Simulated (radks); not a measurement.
Values are calculated unless marked as measured or tabulated.
Problem. Species: Kr II. Configuration: [Ar] 3d10 4s2 4p5 (the NIST ground configuration). Code: a radial shooting solver on a logarithmic mesh with Libxc functionals. Model: non-relativistic Kohn-Sham, LB94 model potential, spin-polarised, spherical densities, point nucleus; open shells are filled with parallel spins first. Some entries of the table are withheld. Estimate them.

orbital  occ.  eigenvalue (Ry)  <r> (bohr)
1s down     1        -1029.567     0.04238
1s up       1        -1029.566     0.04238
2s up       1        -135.7151      0.1873
2s down     1        -135.7119      0.1873
2p up       3        -123.1703      0.1613
2p down     3        -123.1648      0.1613
3s up       1        -20.39074      0.5425
3s down     1        -20.38662      0.5428
3p up       3              (1)      0.5455
3p down     3              (2)      0.5458
3d down     5         -7.85253      0.5498
3d up       5         -7.85227      0.5493
4s up       1         -2.86930       1.550
4s down     1         -2.85643       1.542
4p up       3         -1.86579         (3)
4p down     2         -1.84401         (4)

Solution. 
(1) 3p up eigenvalue (Ry): -15.90877
(2) 3p down eigenvalue (Ry): -15.90589
(3) 4p up <r> (bohr): 1.824
(4) 4p down <r> (bohr): 1.815
